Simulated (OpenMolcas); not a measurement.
## Se⁵⁺: CASPT2 settings compared

```json
{
 "Program": "OpenMolcas",
 "Basis": "ANO-R1 [5s4p3d1f]",
 "Scalar Hamiltonian": "X2C, finite nucleus",
 "Active space": "1 electron in 4 orbitals (4s 4p)",
 "State averaging": "2S+1 = 2 even, 1 root; 2S+1 = 2 odd, 3 roots",
 "Spin-orbit coupling": "RASSI with atomic mean-field integrals over the reference wave functions, term energies averaged over their components"
}
```

Methods on the same reference wave functions:
A. CASSCF
B. SS-CASPT2, IPEA 0.4 Eh, sigma1 regulariser 0.25 Eh (closed shells correlated: 3d)
C. SS-CASPT2, IPEA 0.4 Eh, real shift 0.05 Eh (closed shells correlated: 3d)
D. SS-CASPT2, IPEA 0.2 Eh, sigma1 regulariser 0.3 Eh (closed shells correlated: 3s 3p 3d)

Energies in cm⁻¹ above 4s ²S_1/2, the measured ground level; measured values from Moore, Atomic Energy Levels, vol. II, NSRDS-NBS 35 (1971 reprint of NBS Circular 467, 1952).

```csv
Level,A,B,C,D,Measured
4s ²S_1/2,0.0,0.0,0.0,0.0,0.0
4p ²P°_1/2,103497,103565,103565,104015,112762
4p ²P°_3/2,108324,108391,108391,108842,118462
```

Deviations, from unrounded energies. A percentage is the sum of absolute deviations over the sum of measured energies, with the sign that they share, or ± where signs differ.

| Against measurement | Levels | A | B | C | D |
| --- | --- | --- | --- | --- | --- |
| mean absolute deviation (cm-1) | 2 | 9700 | 9600 | 9600 | 9200 |
| other configurations (%) | 2 | -8.4 | -8.3 | -8.3 | -7.9 |

B, C, D lie about equally close to measurement and A furthest from it. The largest miss of D in the table is 4p ²P°_3/2, by -9600 cm-1. The ranking rests on the paired levels alone, and a cruder setting can come out closer through cancelling errors.

Among B to D the level of the table that moves most is 4p ²P°_1/2, by 450 cm-1 (lowest in B, highest in D).

The lowest spin-free term lies below A's lowest term by 0.323 hartree in B, 0.323 hartree in C, 0.394 hartree in D.

The basis is small and was not contracted for so high a charge. With one active electron the reference holds no correlation, so core polarisation is missing (holds for A). With one active electron, CASPT2 adds the correlation within the correlated inactive shells and between them and that electron, and leaves the splitting within a term as the reference gives it (holds for B; C; D). Computed and measured levels are paired by configuration, term and J; levels that our copy of the source lacks, or whose pairing is in doubt (as where it misses far off the trend of its configuration), stay unpaired and out of the deviations. Levels of configurations outside the active space are missing.

° marks odd parity.
